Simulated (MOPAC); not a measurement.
Input for MOPAC: PM6 on LiP-, 2S+1 = 4, a spin state set in the input, which need not be the lowest, a point of a bond scan (R = 2.597 Å). Charge -1.

```
PM6 1SCF PRECISE CHARGE=-1 UHF MS=1.5 THREADS=1
LiP

Li     0.00000000 1     0.00000000 1     0.00000000 1
P      0.00000000 1     0.00000000 1     2.59704400 1
```

It printed:

```
*******************************************************************************
 **                                                                           **
 **                              MOPAC v23.2.5                                **
 **                                                                           **
 *******************************************************************************
 ** MOPAC's Digital Object Identifier: https://doi.org/10.5281/zenodo.6511958 **
 **                                                                           **
 ** Please cite the open-source release paper for use of this MOPAC version:  **
 ** J. E. Moussa and J. J. P. Stewart (2026)                                  **
 ** MOPAC: An open-source semiempirical molecular orbital program             **
 ** J. Open Source Softw., 11(119), 8025, https://doi.org/10.21105/joss.08025 **
 *******************************************************************************

                              PM6 CALCULATION RESULTS

 *******************************************************************************
 *  PM6        - The PM6 Hamiltonian to be used
 *  UHF        - UNRESTRICTED HARTREE-FOCK CALCULATION
 *
 *
 *
 *                 CHARGE ON SYSTEM = -1
 *
 *
 *
 *  MS=        - IN MECI, MAGNETIC COMPONENT OF SPIN =  1.5
 *  PRECISE    - TIGHTER CRITERIA TO BE USED
 *  1SCF       - DO 1 SCF AND THEN STOP
 *  THREADS=1  - MULTI-THREADING NOT USED
 *  T=         - A TIME OF 172800.0 SECONDS REQUESTED
 *  DUMP=N     - RESTART FILE WRITTEN EVERY 7200.0 SECONDS REQUESTED
 *******************************************************************************
PM6 1SCF PRECISE CHARGE=-1 UHF MS=1.5 THREADS=1
 LiP

   ATOM   CHEMICAL          X               Y               Z
  NUMBER   SYMBOL      (ANGSTROMS)     (ANGSTROMS)     (ANGSTROMS)

     1      Li          0.00000000  *   0.00000000  *   0.00000000  *
     2       P          0.00000000  *   0.00000000  *   2.59704400  *



          CARTESIAN COORDINATES

    NO.       ATOM           X           Y           Z

     1        Li          0.0000      0.0000      0.0000
     2         P          0.0000      0.0000      2.5970

 General Reference for PM6:
 "Optimization of Parameters for Semiempirical Methods V: Modification of NDDO Approximations
 and Application to 70 Elements", J. J. P. Stewart, J. Mol. Mod., 13, 1173-1213 (2007)
 URL: https://link.springer.com/article/10.1007/s00894-007-0233-4

           Empirical Formula: Li P  =     2 atoms



      MOLECULAR POINT GROUP   :   C*v


          UHF CALCULATION, NO. OF ALPHA ELECTRONS =    5
                           NO. OF BETA  ELECTRONS =    2

 -------------------------------------------------------------------------------
 PM6 1SCF PRECISE CHARGE=-1 UHF MS=1.5 THREADS=1
 LiP



     1SCF WAS SPECIFIED, SO BFGS WAS NOT USED
     SCF FIELD WAS ACHIEVED


                              PM6 CALCULATION
                                                       MOPAC v23.2.5 Linux




          FINAL HEAT OF FORMATION =        176.82279 KCAL/MOL =     739.82656 KJ/MOL


          COSMO AREA              =         89.87 SQUARE ANGSTROMS
          COSMO VOLUME            =         73.07 CUBIC ANGSTROMS

          IONIZATION POTENTIAL    =         -2.150780 EV
          ALPHA SOMO LUMO (EV)    =          2.151  9.961
          BETA  SOMO LUMO (EV)    =         -0.227  6.862
          NO. OF ALPHA ELECTRONS  =          5
          NO. OF BETA  ELECTRONS  =          2
          MOLECULAR WEIGHT        =         37.9138         POINT GROUP:  C*v

          MOLECULAR DIMENSIONS (Angstroms)

            Atom       Atom       Distance
            P     2   Li     1     2.59704
            P     2   Li     1     0.00000
           Li     1    P     2     0.00000


          SCF CALCULATIONS        =          1





   ATOM   CHEMICAL          X               Y               Z
  NUMBER   SYMBOL      (ANGSTROMS)     (ANGSTROMS)     (ANGSTROMS)

     1      Li          0.00000000  *   0.00000000  *   0.00000000  *
     2       P          0.00000000  *   0.00000000  *   2.59704400  *

                             CARTESIAN COORDINATES

   1   Li        0.000000000     0.000000000     0.000000000
   2    P        0.000000000     0.000000000     2.597044000


           Empirical Formula: Li P  =     2 atoms



      MOLECULAR POINT GROUP   :   C*v


          ALPHA EIGENVALUES
  -8.83190  -2.21142  -2.07092  -1.12976   2.15078   9.96142  10.03587  18.55125
 161.91136 161.96548 162.78672 162.78879 163.10602


           BETA EIGENVALUES
  -7.07881  -0.22676   6.86158   7.06021  11.22329  11.31138  13.71171  20.26774
 163.56273 163.60828 163.66494 163.67022 163.72694


              NET ATOMIC CHARGES AND DIPOLE CONTRIBUTIONS

  ATOM NO.   TYPE          CHARGE      No. of ELECS.   s-Pop       p-Pop       d-Pop
    1         Li          -0.020122        1.0201     0.01679     1.00333
    2          P          -0.979878        5.9799     1.99136     3.98842     0.00009
 DIPOLE           X         Y         Z       TOTAL
 POINT-CHG.     0.000     0.000    -2.032     2.032
 HYBRID        -0.000    -0.000     0.043     0.043
 SUM           -0.000    -0.000    -1.990     1.990


          ATOMIC ORBITAL ELECTRON POPULATIONS

     Atom    s        px        py        pz      x^2-y^2     xz        z^2       yz        xy
    1 Li   0.01679   1.00003   0.00008   0.00322
    2  P   1.99136   1.99995   0.99992   0.98855   0.00004   0.00001   0.00003   0.00000   0.00000


                    (SZ)    =    1.500000
                    (S**2)  =    3.750124


          ATOMIC ORBITAL SPIN POPULATIONS

    Atom   Total    s     px     py     pz   x^2-y^2  xz     z^2    yz     xy
         Atomic
    1 Li  1.0121  0.009  1.000  0.000  0.003
    2  P  1.9879 -0.000  0.000  1.000  0.988  0.000  0.000  0.000  0.000  0.000

 **********************
 *                    *
 * JOB ENDED NORMALLY *
 *                    *
 **********************




 == MOPAC DONE ==
```

The run finished.

Cost: about 0.020 core-seconds (a rough figure).
